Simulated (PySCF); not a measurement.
# Rb₂⁺: frontier orbitals

UHF at R = 5.065 Å; basis Rb def2-SVPD with ECP28; scalar-relativistic core potentials; PySCF 2.14. State: ²Σg⁺ (doublet), unpaired electrons σ ↑. Only the outer orbitals are listed.

```json
{"spin": "α", "orbital": "σg", "occ.": "1", "ε (eV)": "-25.75", "main shells (%)": "100 p"}
{"spin": "α", "orbital": "πu", "occ.": "1", "ε (eV)": "-25.74", "main shells (%)": "100 p"}
{"spin": "α", "orbital": "πu", "occ.": "1", "ε (eV)": "-25.74", "main shells (%)": "100 p"}
{"spin": "α", "orbital": "πg", "occ.": "1", "ε (eV)": "-25.73", "main shells (%)": "100 p"}
{"spin": "α", "orbital": "πg", "occ.": "1", "ε (eV)": "-25.73", "main shells (%)": "100 p"}
{"spin": "α", "orbital": "σu", "occ.": "1", "ε (eV)": "-25.71", "main shells (%)": "100 p"}
{"spin": "α", "orbital": "σg", "occ.": "1", "ε (eV)": "-7.36", "main shells (%)": "68 s, 24 p"}
{"spin": "α", "orbital": "σu", "occ.": "0", "ε (eV)": "-2.85", "main shells (%)": "87 s, 13 p"}
{"spin": "α", "orbital": "πu", "occ.": "0", "ε (eV)": "-2.28", "main shells (%)": "90 p, 10 d"}
{"spin": "α", "orbital": "πu", "occ.": "0", "ε (eV)": "-2.28", "main shells (%)": "90 p, 10 d"}
{"spin": "β", "orbital": "πu", "occ.": "1", "ε (eV)": "-25.71", "main shells (%)": "100 p"}
{"spin": "β", "orbital": "πu", "occ.": "1", "ε (eV)": "-25.71", "main shells (%)": "100 p"}
{"spin": "β", "orbital": "πg", "occ.": "1", "ε (eV)": "-25.71", "main shells (%)": "100 p"}
{"spin": "β", "orbital": "πg", "occ.": "1", "ε (eV)": "-25.71", "main shells (%)": "100 p"}
{"spin": "β", "orbital": "σg", "occ.": "1", "ε (eV)": "-25.68", "main shells (%)": "100 p"}
{"spin": "β", "orbital": "σu", "occ.": "1", "ε (eV)": "-25.66", "main shells (%)": "100 p"}
{"spin": "β", "orbital": "σg", "occ.": "0", "ε (eV)": "-2.83", "main shells (%)": "102 s"}
{"spin": "β", "orbital": "σu", "occ.": "0", "ε (eV)": "-2.41", "main shells (%)": "60 s, 38 p"}
{"spin": "β", "orbital": "πu", "occ.": "0", "ε (eV)": "-1.82", "main shells (%)": "101 p"}
```

**Question.** Which are the highest filled and the lowest empty level, where do they sit, and how wide is the gap?

**Answer.** Highest filled α σg at -7.36 eV (in %: 68 s, 24 p); lowest empty α σu at -2.85 eV (in %: 87 s, 13 p); the gap at UHF is 4.51 eV.

* bond order (Mayer): 0.50
* ⟨S²⟩: 0.750
* polarisability along the bond: 396.6 bohr³
* polarisability across the bond: 237.4 bohr³

Shares are Mulliken populations and can fall outside 0 to 100 %.

Spin–orbit coupling is left out. The state is the lowest determinant that a PBE0 search found; another state may lie lower at other levels.
